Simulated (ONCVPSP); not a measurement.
**Logarithmic derivatives: cadmium (Cd), ONCV**

| Item | Value |
| --- | --- |
| Element | cadmium |
| Generator | ONCVPSP 4.0.1 |
| Type | optimised norm-conserving Vanderbilt (ONCV) |
| Functional | PBE |
| Relativity | scalar-relativistic |
| Frozen core | [Ar] 3d10 4s2 |
| Valence charge | 18 |
| Reference configuration | 4p6 4d10 5s2 |
| Partial waves | 5s: rc 2.10 bohr, ncon 3, nbas 7, qcut 2.7 1/bohr, 3 projectors, debl 1.5 Ha; 4p: rc 1.15 bohr, ncon 3, nbas 8, qcut 12.9 1/bohr, 2 projectors, debl 1.1 Ha; 4d: rc 1.05 bohr, ncon 4, nbas 8, qcut 10.9 1/bohr, 2 projectors, debl 3.3 Ha |
| Local potential | polynomial inside 0.80 bohr (lpopt 5, dvloc0 -1 Ha) |
| Core correction | polynomial model core, fcfact 0.25 |

In the p channel the program set the typed energies aside and used -2.461, 0.250 Ha.

The phase is arctan(r·R′/R) of the radial function R(r), unwrapped; energies in Ha, scanned from -4 to 5 Ha. A pole is an energy at which the radial function vanishes at the test radius. The pseudo phase is shifted by a multiple of π to meet the all-electron one at the reference energy, and phase errors are pseudo minus all-electron; the curves can meet again beyond the range given. Levels narrower than the energy grid can be missing from the lists of poles.

Problem. For each channel, where are the poles, and over which energies does the pseudopotential scatter like the atom?

Solution.

| channel | radius (bohr) | reference energy (Ha) | poles, all-electron | poles, pseudo | unbroken range about the reference energy with phases within 0.05 rad | phase error 1 Ha above the reference energy (rad) |
| --- | --- | --- | --- | --- | --- | --- |
| s | 2.13 | -0.21 | -3.87, 1.94 | 1.94, 4.17 | -3.7 to 4.0 | +0.000 |
| p | 1.17 | -2.46 | 0.25 | 0.25 | the whole range | -0.000 |
| d | 1.06 | -0.43 | 4.84 | 4.84 | the whole range | -0.000 |

Note: ghosts flagged at negative energy: s at -191.2 eV; GHOST(+) flagged for s at 115.7 eV. A true bound ghost makes a file unfit for plane-wave use.

Phases in the d channel:

| E (Ha) | all-electron | pseudo |
| --- | --- | --- |
| -3.98 | 0.837 | 0.836 |
| -3.74 | 0.781 | 0.780 |
| -3.50 | 0.717 | 0.715 |
| -3.26 | 0.641 | 0.640 |
| -3.02 | 0.552 | 0.551 |
| -2.78 | 0.448 | 0.447 |
| -2.54 | 0.328 | 0.327 |
| -2.30 | 0.190 | 0.189 |
| -2.06 | 0.038 | 0.037 |
| -1.82 | -0.123 | -0.124 |
| -1.58 | -0.286 | -0.286 |
| -1.34 | -0.443 | -0.443 |
| -1.10 | -0.587 | -0.587 |
| -0.86 | -0.714 | -0.714 |
| -0.62 | -0.825 | -0.825 |
| -0.38 | -0.920 | -0.920 |
| -0.14 | -1.001 | -1.001 |
| 0.10 | -1.070 | -1.070 |
| 0.34 | -1.130 | -1.130 |
| 0.58 | -1.181 | -1.181 |
| 0.82 | -1.226 | -1.226 |
| 1.06 | -1.265 | -1.265 |
| 1.30 | -1.300 | -1.300 |
| 1.54 | -1.331 | -1.331 |
| 1.78 | -1.358 | -1.358 |
| 2.02 | -1.383 | -1.383 |
| 2.26 | -1.406 | -1.406 |
| 2.50 | -1.427 | -1.427 |
| 2.74 | -1.446 | -1.446 |
| 2.98 | -1.464 | -1.464 |
| 3.22 | -1.480 | -1.480 |
| 3.46 | -1.496 | -1.496 |
| 3.70 | -1.510 | -1.510 |
| 3.94 | -1.524 | -1.524 |
| 4.18 | -1.537 | -1.537 |
| 4.42 | -1.550 | -1.550 |
| 4.66 | -1.562 | -1.562 |
| 4.90 | -1.574 | -1.574 |
